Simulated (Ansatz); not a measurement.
Consider the formal exchange of groups at a Te–C bond: `COC(=S)[TeH]` + `[CH3][AlH][CH3]` → `[CH3][Al]([CH3])[TeH]` + `COC=S`.

Calculated with Ansatz (gas phase, PBE0-D4/def2-TZVP geometries, no zero-point term in ΔE). CCSD(T)/CBS is the MP2 limit (def2-TZVPP, def2-QZVPP) plus CCSD(T) − MP2 in def2-TZVPP, frozen cores. DFT in def2-TZVPP. B3LYP here is the variant with VWN-RPA as its local correlation; programs differ in this. def2 core potentials past Kr. For Te outer-core shells are correlated without core-valence functions, which leaves a few kJ/mol of doubt a bond. Each species was taken in one conformer, which may not be the lowest.

CCSD(T)/CBS gives -159.1 kJ/mol.

(1) Another level gave -161.9 kJ/mol. Which?
A. B3LYP-D4/def2-TZVPP
B. CCSD(T)/def2-TZVPP
C. PBE-D4/def2-TZVPP
D. HF/def2-TZVPP

Largest T1 diagnostic among the species: 0.017.

## Answers

(1) B. CCSD(T)/def2-TZVPP -161.9, PBE-D4 -145.6, B3LYP-D4 -151.0, HF/def2-TZVPP -190.7 kJ/mol.

The D4 term adds +7.9 kJ/mol with B3LYP and +3.6 kJ/mol with PBE0; it sums over pairs of atoms, weighted by their polarisabilities, and B3LYP, whose exchange is more repulsive, gets the larger term. From PBE to PBE0 (25 % exact exchange), in def2-TZVPP and without D4, ΔE moves by −13.3 kJ/mol.
